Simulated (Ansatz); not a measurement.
Relaxation of F3H5OSi2 (11 atoms, charge 0, multiplicity 1), to a largest force component of 0.03 eV/Å in at most 50 steps.

The calculation used RKS B3LYP/def2-SVP (Ansatz).

```xyz
11
Properties=species:S:1:pos:R:3
Si 0.368 -0.296 -0.501
O -0.250 -0.386 2.322
H -1.176 -0.457 2.597
F 1.496 0.331 -1.480
F -0.395 0.995 0.086
F -0.716 -1.033 -1.455
Si 1.352 -1.881 0.762
H 0.387 -2.861 1.325
H 2.261 -2.632 -0.154
H 2.194 -1.340 1.860
H 0.267 -0.888 2.990
```

Task: Where does it end, and by what steps?

Result: It converged. The force dipped under the threshold on the way, but the program's further checks kept it going. After 44 steps the energy has fallen by 0.420 eV; H11 moved furthest, 1.89 Å.

```csv
step,energy less start (eV),largest force component (eV/Å),accepted
0,0.0000,0.899,yes
2,-0.1739,0.745,yes
4,-0.1355,0.762,no
6,-0.2382,0.295,yes
8,-0.2792,0.117,yes
10,-0.2673,1.286,no
12,-0.2968,0.457,yes
14,-0.3037,0.094,no
16,-0.3067,0.055,yes
18,-0.3084,0.063,yes
20,-0.3085,0.447,no
22,-0.3126,0.155,yes
24,-0.3151,0.172,yes
26,-0.3165,0.103,yes
28,-0.3198,0.265,no
30,-0.3227,0.029,yes
32,-0.3292,0.176,yes
34,-0.3419,0.218,yes
36,-0.3707,0.211,yes
38,-0.4022,0.198,yes
40,-0.4197,0.037,yes
42,-0.4198,0.017,yes
44,-0.4201,0.008,yes
```

```xyz
11
Properties=species:S:1:pos:R:3
Si 0.333 -0.388 -0.272
O -0.470 -0.722 2.358
H -0.429 0.237 2.490
F 0.732 -0.127 -1.817
F 0.377 1.086 0.409
F -1.233 -0.815 -0.327
Si 1.738 -1.963 0.718
H 0.927 -3.125 1.170
H 2.736 -2.426 -0.291
H 2.454 -1.327 1.856
H -1.377 -0.880 2.056
```

Whether the end is a true minimum wasn't checked by a vibrational analysis.

Time of the run: 84 s on 4 threads of Arm Neoverse V1, with other jobs on the host, peak memory 0.29 GiB.
